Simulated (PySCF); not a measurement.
Cr²⁺: excitation energy

Cr²⁺ [Ar] 3d4 (5D) → Cr²⁺ [Ar] 3d3 4s1 (5F), as a difference of total energies. All numbers are calculated (PySCF 2.14, no relativity, point nucleus, in aug-cc-pVDZ). Correlated levels: valence: [Ar] frozen. The calculations carry no spin-orbit coupling.

```
           method  excitation energy (cm⁻¹)
              UHF                     50866
    MP2 (valence)                     53823
SCS-MP2 (valence)                     51852
   CCSD (valence)                     54077
CCSD(T) (valence)                     54103
```
